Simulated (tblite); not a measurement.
Species: C2H5AsO.
Z-matrix (Å and degrees, GFN2-xTB geometry), rows numbered from 1:
```
O 
C   1  1.1977
C   2  1.4919  1  124.85
As  3  1.9867  2  113.48  1     0.67
H   2  1.1103  1  120.68  3   179.99
H   3  1.0954  2  108.59  1   123.60
H   3  1.0954  2  108.47  1  -121.85
H   4  1.4937  3   94.13  2    43.41
H   4  1.4944  3   94.03  2   -46.78
```

Level: GFN2-xTB in tblite, geometry and Hessian alike; calculated harmonic values, unscaled, isolated species. The method is semi-empirical: single wavenumbers can be off by several per cent or more. Modes of hydrogen on arsenic can be 10 to 20 % off. One conformer, not necessarily the lowest.

Harmonic wavenumbers (cm⁻¹): 89.5, 160.5, 187.7, 495.1, 548.8, 626.8, 755.3, 804.3, 890.0, 965.9, 1009.9, 1094.9, 1213.1, 1361.6, 1394.2, 1782.1, 1983.3, 1992.3, 2727.9, 2907.8, 2931.1.

A = 12385, B = 2563, C = 2193 MHz; mass 119.956 u (most abundant isotopes); point group Cs, symmetry number 1.

Question: Zero-point energy?

Answer: Half the sum of the wavenumbers: 12961 cm⁻¹ = 155.05 kJ/mol.

Question: What is S at 298.15 K and 1 bar for an ideal gas of classical rigid rotors and harmonic oscillators?

Answer: Translation 168.56, rotation 108.52, vibration 46.15: S = 323.2 J/(mol K).

Question: And Cp and H(298.15 K) − H(0)?

Answer: Cp = 85.61 J/(mol K), of which vibrations give 52.35 (their classical limit is 21 R = 174.6); H(298.15 K) − H(0) = 17.50 kJ/mol without the zero-point energy, 7.58 from vibrations.

Question: Blend soft modes into free rotors: weight 1/[1 + (100 cm⁻¹/ν̃)⁴] for the oscillator and the rest for a rotor with moment μB/(μ + B), μ = h/(8π²ν), B = 10⁻⁴⁴ kg m². What vibrational entropy results?

Answer: 44.27 J/(mol K) in place of 46.15, which changes −T·S at 298.15 K by +0.56 kJ/mol.

Question: Which modes carry the vibrational entropy at 298.15 K?

Answer: 89.5 cm⁻¹: 15.36; 160.5 cm⁻¹: 10.64; 187.7 cm⁻¹: 9.42; 495.1 cm⁻¹: 2.81; 548.8 cm⁻¹: 2.29; 626.8 cm⁻¹: 1.70 J/(mol K); the other 15 give 3.94 together.

Question: How do the functions run with temperature in this model?

Answer: 
```json
{"T (K)": "50", "S (J/(mol K))": "220.8", "Cp (J/(mol K))": "41.1", "H − H(0) (kJ/mol)": "1.78", "G − H(0) (kJ/mol)": "-9.26", "ln q(vib)": "0.09"}
{"T (K)": "100", "S (J/(mol K))": "252.8", "Cp (J/(mol K))": "51.3", "H − H(0) (kJ/mol)": "4.12", "G − H(0) (kJ/mol)": "-21.16", "ln q(vib)": "0.50"}
{"T (K)": "373.15", "S (J/(mol K))": "343.9", "Cp (J/(mol K))": "99.1", "H − H(0) (kJ/mol)": "24.43", "G − H(0) (kJ/mol)": "-103.90", "ln q(vib)": "3.27"}
{"T (K)": "500", "S (J/(mol K))": "375.8", "Cp (J/(mol K))": "118.8", "H − H(0) (kJ/mol)": "38.30", "G − H(0) (kJ/mol)": "-149.59", "ln q(vib)": "4.59"}
{"T (K)": "750", "S (J/(mol K))": "429.6", "Cp (J/(mol K))": "146.5", "H − H(0) (kJ/mol)": "71.72", "G − H(0) (kJ/mol)": "-250.48", "ln q(vib)": "7.15"}
{"T (K)": "1000", "S (J/(mol K))": "474.4", "Cp (J/(mol K))": "164.3", "H − H(0) (kJ/mol)": "110.74", "G − H(0) (kJ/mol)": "-363.64", "ln q(vib)": "9.57"}
```

q(vib) and H(0) count from the zero-point level.

Question: What must be added to the electronic energy to get the Gibbs energy at 298.15 K and 1 bar?

Answer: ZPE + [H(298.15 K) − H(0)] − T·S = 155.05 + 17.50 − 96.37 = 76.18 kJ/mol.

Hindered rotation and anharmonicity are outside this model. Other conformers, if any are populated, would add a mixing term that is left out.
